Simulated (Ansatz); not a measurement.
Consider the substitution at a C–O bond: `C[O][W]([OH])([OH])([OH])([Cl])[O]C` + `O[SiH2]N[SiH2]Cl` → `CN([SiH2]O)[SiH2]Cl` + `C[O][W]([OH])([OH])([OH])([OH])[Cl]`.

Isolated molecules relaxed with PBE0-D4/def2-TZVP in Ansatz; ΔE leaves out vibrations. CBS: MP2 limit from def2 TZ/QZ plus the TZ coupled-cluster correction, frozen cores. DFT in def2-TZVPP. B3LYP here is the variant with VWN-RPA as its local correlation; programs differ in this. Elements past krypton have def2 core potentials. For W outer-core shells are correlated without core-valence functions, which leaves a few kJ/mol of doubt a bond. One conformer a species, not always the lowest.

```csv
level,ΔE (kJ/mol),difference from CCSD(T)/CBS
PBE-D4,13.8,-0.8
r2SCAN-D4,16.8,2.2
PBE0-D4,13.6,-1.0
B3LYP-D4,18.0,3.4
ωB97X-V,14.8,0.2
ωB97M-V,13.1,-1.5
B2PLYP,20.7,6.1
PBE,16.4,1.8
r2SCAN,17.1,2.5
PBE0,15.7,1.1
B3LYP,22.5,7.9
HF/def2-TZVPP,24.9,10.3
MP2/def2-TZVPP,16.1,1.5
SCS-MP2/def2-TZVPP,17.5,2.9
CCSD/def2-TZVPP,16.5,1.9
CCSD(T)/def2-TZVPP,16.5,1.9
HF/def2-QZVPP,25.3,10.7
MP2/def2-QZVPP,15.2,0.6
SCS-MP2/def2-QZVPP,16.6,2.0
HF/CBS(def2),25.3,10.7
MP2/CBS(def2),14.3,-0.3
CCSD/CBS(def2),14.7,0.1
CCSD(T)/CBS,14.6,0
```

Largest T1 diagnostic among the species: 0.022, so the coupled-cluster value is less sure than usual.

In def2-TZVPP, CCSD(T) changes the Hartree–Fock value by −8.4 kJ/mol (the triples alone add −0.1 kJ/mol) and MP2 by −8.8 kJ/mol. The D4 term adds −4.5 kJ/mol with B3LYP and −2.1 kJ/mol with PBE0; it sums over pairs of atoms, weighted by their polarisabilities, and B3LYP, whose exchange is more repulsive, gets the larger term.

CCSD(T)/CBS has its own doubt, a few kJ/mol and more with outer-core shells, so smaller differences from it don't rank the levels.
